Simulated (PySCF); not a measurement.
B(Cl)(NCO)(OMe) (C₂H₃BClNO₂), SMILES COB(Cl)N=C=O. Geometry optimised at r2SCAN-D4/def2-SVP. This is a generated structure with no PubChem entry under its InChIKey; it may be hypothetical. Other conformers were not sampled.

Computed equilibrium geometry at r2SCAN-D4/def2-SVP (PySCF confirms it by a frequency run) as Cartesian coordinates in Å, and its point group (one conformer of several):
point group Cs.
```xyz
10

B      0.1414     0.5145     0.0000
Cl     1.9120     0.5947     0.0000
N     -0.5196    -0.7551     0.0000
C     -0.4597    -1.9621     0.0000
O     -0.4917    -3.1302     0.0000
O     -0.5317     1.6733     0.0000
C     -1.9468     1.7674     0.0000
H     -2.2629     2.3261     0.8935
H     -2.2629     2.3261    -0.8935
H     -2.4220     0.7743     0.0000
```
